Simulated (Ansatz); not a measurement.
`C[SiH](F)O[SiH2]O`. Charge 0, multiplicity 1. All single points use the PBE0-D4/def2-TZVP geometry. It is one conformer, not always the lowest.

```xyz
13

C     0.050   -1.541   -1.351
Si   -0.270    0.272   -1.228
F    -1.823    0.485   -0.884
O     0.594    0.964   -0.037
Si    0.637    1.067    1.596
O    -0.493    0.101    2.289
H    -0.189   -2.035   -0.406
H     1.102   -1.730   -1.579
H    -0.557   -1.992   -2.139
H     0.002    1.011   -2.479
H     1.941    0.565    2.076
H     0.420    2.489    1.955
H    -1.415    0.343    2.186
```

What is the dipole moment at B3LYP/def2-TZVPP? (An estimate is asked.)

Computed: 0.64 D, with components (0.07, -0.46, -0.44) D in this frame, pointing from negative to positive charge.

And with PBE, r2SCAN, ωB97M-V? (Estimate.)

The calculation gave: PBE 0.66 D, r2SCAN 0.67 D, ωB97M-V 0.64 D.

Give the Mulliken charges with B3LYP, r2SCAN, PBE in def2-TZVPP. (Estimate.)

Ansatz gave: 
| atom | B3LYP | r2SCAN | PBE |
| --- | --- | --- | --- |
| C1 | -0.39 | -0.31 | -0.37 |
| Si2 | 0.70 | 0.71 | 0.59 |
| F3 | -0.35 | -0.34 | -0.30 |
| O4 | -0.40 | -0.42 | -0.32 |
| Si5 | 0.59 | 0.61 | 0.49 |
| O6 | -0.40 | -0.41 | -0.35 |
| H7 | 0.11 | 0.08 | 0.11 |
| H8 | 0.11 | 0.08 | 0.11 |
| H9 | 0.10 | 0.08 | 0.11 |
| H10 | -0.10 | -0.10 | -0.10 |
| H11 | -0.08 | -0.09 | -0.07 |
| H12 | -0.09 | -0.10 | -0.08 |
| H13 | 0.19 | 0.21 | 0.19 |

B3LYP here is the variant with VWN-RPA as its local correlation; programs differ in this.
